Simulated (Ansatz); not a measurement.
`C[O][GeH2]` radical, relaxed with UKS PBE-D4/def2-SVP in the Gaussian-basis code of Ansatz from a rough embedded geometry. The force threshold is 0.03 eV/Å; the program also tests the step.

The species carries charge 0 and has multiplicity 2.

Start:

```xyz
8

C     0.940   -0.137   -0.586
O     0.362    0.795    0.240
Ge   -1.331    0.271    0.423
H     0.491   -0.194   -1.600
H     1.000   -1.145   -0.199
H     2.061    0.195   -0.766
H    -1.377   -1.087    1.288
H    -2.144    1.302    1.199
```

```json
{"step": "1", "energy (eV)": "-59660.3885", "largest force (eV/Å)": "3.115", "largest move (Å)": "0.000"}
{"step": "2", "energy (eV)": "-59660.6949", "largest force (eV/Å)": "1.148", "largest move (Å)": "0.132"}
{"step": "3", "energy (eV)": "-59660.7486", "largest force (eV/Å)": "0.744", "largest move (Å)": "0.195"}
{"step": "4", "energy (eV)": "-59660.7858", "largest force (eV/Å)": "0.269", "largest move (Å)": "0.055"}
{"step": "5", "energy (eV)": "-59660.7899", "largest force (eV/Å)": "0.152", "largest move (Å)": "0.073"}
{"step": "6", "energy (eV)": "-59660.7944", "largest force (eV/Å)": "0.078", "largest move (Å)": "0.082"}
{"step": "7", "energy (eV)": "-59660.7955", "largest force (eV/Å)": "0.013", "largest move (Å)": "0.018"}
```

End:

```xyz
8

C     0.997   -0.146   -0.647
O     0.112    0.771   -0.040
Ge   -1.555    0.266    0.466
H     0.747   -0.329   -1.718
H     1.025   -1.134   -0.129
H     2.020    0.286   -0.612
H    -1.399   -1.118    1.212
H    -1.947    1.404    1.468
```

Run time 9.5 s (4 threads of an Arm Neoverse V1 on a shared host); peak host memory 0.15 GiB.
